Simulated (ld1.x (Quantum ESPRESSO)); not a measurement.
**nickel (Ni): excitation energies, all-electron against PAW**

```json
{
  "Element": "nickel (Ni)",
  "Generator": "ld1.x (Quantum ESPRESSO) 7.5",
  "Type": "PAW",
  "Functional": "BLYP",
  "Relativity": "scalar-relativistic",
  "Frozen core": "[Ar]",
  "Valence charge": "10",
  "Reference configuration": "3d8 4s1.5 4p0.5",
  "Partial waves": "4s (bound): rcut 1.50, rcutus 1.85 bohr; 4s channel at 0.6 Ry: rcut 1.50, rcutus 1.85 bohr; 4p (bound): rcut 3.00, rcutus 3.30 bohr; 4p channel at 4.05 Ry: rcut 3.00, rcutus 3.30 bohr; 3d (bound): rcut 1.20, rcutus 1.65 bohr; 3d channel at 1.9 Ry: rcut 1.20, rcutus 1.65 bohr",
  "Local potential": "all-electron potential smoothed inside 2.35 bohr (lloc = -1)",
  "Core correction": "Bessel-smoothed model core inside 1.50 bohr",
  "Augmentation charge": "PSQ, inside the norm-conserving radii"
}
```

Energies are relative to the spin-unpolarised reference configuration 3d8 4s1.5 4p0.5; without spin polarisation the order of configurations can differ from experiment. Not all tests gave a result: 2 of 7 tests not solved or not reliable. Left out of the table: 3d7 4s0 4p0 (solver errors, printed error -677 eV); 3d9 4s0 4p0 (solver errors, printed error -947 eV).

Give the all-electron excitation energy and the error of the potential for: 3d8 4s2 4p0; 3d8 4s1 4p0; 3d8 4s0 4p0; 3d8 4s0 4p2; 3d7 4s2 4p1.

```
valence configuration  charge  ΔE all-electron (eV)  error AE − PS (meV)
          3d8 4s2 4p0       0                -2.256                 +0.4
          3d8 4s1 4p0      +1                 7.094                 -1.6
          3d8 4s0 4p0      +2                24.642                 -8.9
          3d8 4s0 4p2       0                 7.340                 -0.4
          3d7 4s2 4p1       0                 8.251                 -139
```

Levels in the configuration 3d8 4s2 4p0:

| level | all-electron (eV) | pseudo (eV) |
| --- | --- | --- |
| 3d | -8.779 | -8.782 |
| 4s | -5.601 | -5.601 |
